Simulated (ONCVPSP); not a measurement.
## S (Z = 16): variants of one ONCV potential

Base potential:

ONCVPSP 4.0.1 input, shortened (lines: element, Z, core and valence counts, functional; n l f; lmax; l rc ep ncon nbas qcut; lloc lpopt rc5 dvloc0; l nproj debl; icmod fcfact rcfact), revPBE, scalar-relativistic:

```
  S 16.00    3    2  -102130      upf
    1    0    2.00
    2    0    2.00
    2    1    6.00
    3    0    2.00
    3    1    4.00
    2
    0    1.50    0.00    5    8    4.60
    1    1.50    0.00    4    8    6.10
    2    1.35    0.28    4    7    6.70
    4    4    0.85    0.00
    0    2    3.50
    1    2    2.60
    2    2    3.00
    1    0.25    0.00
```

Cutoffs, loose and tight: the cutoffs (Ha) at which the residual kinetic energy of the hardest occupied pseudo-wave falls to 1 and 0.1 mHa per electron. They do not see the model core or the augmentation charge, which bear on the density cutoff. Test errors are all-electron minus pseudo excitation energies from the reference, over the configurations 3s2 3p3; 3s2 3p2; 3s2 3p1; 3s2 3p3.5. A dash means not determined; rows that change the core or the reference have their own tests.

```csv
change,outcome,"cutoff, loose","cutoff, tight",bound ghosts,GHOST(+) flags above zero,largest test error (meV)
base,generated,20 Ha,53 Ha,none,s,+53
"core correction polynomial model core, fcfact 0.65",generated,20 Ha,53 Ha,none,s,+51
"core correction polynomial model core, fcfact 0.48",generated,20 Ha,53 Ha,none,s,+52
```

(1) What comes out with this change to the base: s: ncon 3, nbas 6?

(2) What comes out with this change to the base: all radii but the core radius scaled by about 0.92 (s 1.38, p 1.38, d 1.24 bohr); local potential polynomial inside 0.78 bohr (lpopt 4, dvloc0 0 Ha)?

Answers

(1) outcome: generated; cutoff, loose: 12 Ha; cutoff, tight: 39 Ha; bound ghosts: none; GHOST(+) flags above zero: s; largest test error (meV): +61.

(2) outcome: generated; cutoff, loose: 14 Ha; cutoff, tight: 44 Ha; bound ghosts: none; GHOST(+) flags above zero: s; largest test error (meV): +52.
